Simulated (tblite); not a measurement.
Compound: C₄H₆GeN₂O₂.
SMILES with atom numbers: `[CH2:1]=[CH:2][c:3]1[n:4][c:5]([O:6][GeH3:7])[n:8][o:9]1` (hydrogens: H10, H11 on C1; H12 on C2; H13, H14, H15 on Ge7)

Computed with GFN2-xTB (tblite), gas phase: L-BFGS steps from a force-field or distance-geometry start until the largest atomic force falls under 0.01 eV/Å.

Step 21: E = -748.5749 eV
```
atom  x, y, z in Å  |  force x, y, z in eV/Å
C1      3.3440   -0.3033   -0.1572    0.041   0.003   0.003
C2      2.1023   -0.4116   -0.6166   -0.031   0.015  -0.017
C3      0.9588   -0.0047    0.1653    0.018  -0.040  -0.025
N4     -0.3020   -0.0643   -0.1775   -0.011   0.060   0.089
C5     -0.9338    0.4396    0.9232   -0.107   0.009   0.058
O6     -2.2245    0.5561    0.9938   -0.096  -0.009  -0.054
Ge7    -3.2076    0.0366   -0.4122    0.034  -0.021  -0.023
N8     -0.1205    0.7842    1.8844    0.056  -0.006  -0.043
O9      1.1168    0.4977    1.3958    0.102  -0.045  -0.090
H10     4.1903   -0.6065   -0.7488   -0.009   0.000   0.011
H11     3.5427    0.0942    0.8248    0.002  -0.015  -0.031
H12     1.8790   -0.8051   -1.5983   -0.055   0.031   0.077
H13    -4.5221    0.3788    0.1982   -0.035  -0.024  -0.076
H14    -2.8371    0.8326   -1.6192    0.051   0.117   0.025
H15    -2.9906   -1.4163   -0.6749    0.040  -0.074   0.096
```

Step 22: E = -748.5783 eV
```
atom  x, y, z in Å  |  force x, y, z in eV/Å
C1      3.3379   -0.3039   -0.1590    0.037   0.009   0.007
C2      2.0959   -0.4118   -0.6188   -0.019  -0.004  -0.067
C3      0.9518   -0.0044    0.1604    0.050  -0.078   0.017
N4     -0.3115   -0.0650   -0.1746    0.059   0.121   0.108
C5     -0.9335    0.4448    0.9294   -0.127  -0.051   0.072
O6     -2.2235    0.5599    1.0042   -0.129   0.002  -0.071
Ge7    -3.1973    0.0359   -0.4114    0.049  -0.022  -0.032
N8     -0.1137    0.7844    1.8871    0.010   0.008  -0.061
O9      1.1188    0.4942    1.3905    0.089  -0.016  -0.080
H10     4.1888   -0.6054   -0.7473   -0.062   0.007   0.029
H11     3.5315    0.0947    0.8245    0.012  -0.024  -0.052
H12     1.8672   -0.8047   -1.5989   -0.023   0.017   0.047
H13    -4.5185    0.3739    0.1868   -0.033  -0.022  -0.069
H14    -2.8224    0.8330   -1.6185    0.048   0.106   0.050
H15    -2.9760   -1.4177   -0.6736    0.041  -0.054   0.104
```

**Question.** Estimate the geometry and energy of step 23. (The exact step hangs on the optimiser's Hessian estimate; all steps are aligned on step 22, rigid shifts and turns removed.)

**Answer.** E = -748.5821 eV, largest force 0.178 eV/Å
```
atom  x, y, z in Å  |  force x, y, z in eV/Å
C1      3.3305   -0.3044   -0.1613    0.003   0.012  -0.001
C2      2.0883   -0.4121   -0.6224   -0.005  -0.019  -0.086
C3      0.9439   -0.0053    0.1550    0.083  -0.090   0.056
N4     -0.3221   -0.0638   -0.1695    0.088   0.137   0.073
C5     -0.9344    0.4502    0.9383   -0.116  -0.093   0.065
O6     -2.2247    0.5648    1.0160   -0.093   0.009  -0.069
Ge7    -3.1839    0.0348   -0.4109    0.039  -0.021  -0.048
N8     -0.1049    0.7849    1.8896   -0.037   0.028  -0.039
O9      1.1227    0.4900    1.3831    0.029   0.027  -0.025
H10     4.1859   -0.6041   -0.7451   -0.096   0.008   0.029
H11     3.5179    0.0948    0.8233    0.024  -0.025  -0.056
H12     1.8526   -0.8043   -1.5994    0.014  -0.010  -0.021
H13    -4.5152    0.3673    0.1710   -0.018  -0.023  -0.066
H14    -2.8035    0.8353   -1.6165    0.046   0.087   0.077
H15    -2.9575   -1.4202   -0.6701    0.042  -0.026   0.110
```

The energy changes by -0.0038 eV. The first-order estimate −F·Δx gives -0.0053 eV and the mean of the old and new forces, exact on a quadratic surface, -0.0038 eV. The step makes an angle of 75° with the force vector and moves no atom by more than 0.019 Å.

The cost below is that of the whole relaxation. The run took 0.61 s on Arm Neoverse N1, one thread, no GPU, on a shared host.
